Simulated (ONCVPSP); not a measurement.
# Cutoff test, S (Z = 16), ONCV

| Item | Value |
| --- | --- |
| Element | sulfur |
| Generator | ONCVPSP 4.0.1 |
| Type | optimised norm-conserving Vanderbilt (ONCV) |
| Functional | LDA (Perdew-Wang 92) |
| Relativity | non-relativistic |
| Frozen core | [He] |
| Valence charge | 14 |
| Reference configuration | 2s2 2p6 3s2 3p4 |
| Partial waves | 2s+3s: rc 0.80 bohr, ncon 4, nbas 8, qcut 13.8 1/bohr, 2 projectors; 2p+3p: rc 0.70 bohr, ncon 4, nbas 7, qcut 20.2 1/bohr, 2 projectors |
| Local potential | polynomial inside 0.70 bohr (lpopt 5, dvloc0 0 Ha) |
| Core correction | polynomial model core, fcfact 0.35 |

Question: For each optimised wave give the share of its norm inside rc, the residual kinetic energy above qcut (Ha) and the cutoffs (Ha) for errors of 10, 1, 0.1 and 0.01 mHa per electron.

Answer:

```json
{"wave": "2s", "norm inside rc": "0.924", "residual KE": "6.7e-06", "10 mHa": "32.3", "1 mHa": "41.1", "0.1 mHa": "75.0", "0.01 mHa": "91.9"}
{"wave": "3s", "norm inside rc": "0.054", "residual KE": "1.2e-05", "10 mHa": "25.8", "1 mHa": "36.0", "0.1 mHa": "77.1", "0.01 mHa": "97.7"}
{"wave": "2p", "norm inside rc": "0.877", "residual KE": "6.4e-06", "10 mHa": "137.6", "1 mHa": "163.1", "0.1 mHa": "182.8", "0.01 mHa": "200.7"}
{"wave": "3p", "norm inside rc": "0.032", "residual KE": "3.3e-06", "10 mHa": "110.6", "1 mHa": "145.4", "0.1 mHa": "173.6", "0.01 mHa": "194.2"}
```

The occupied waves need 163 Ha and 183 Ha for 1 and 0.1 mHa.
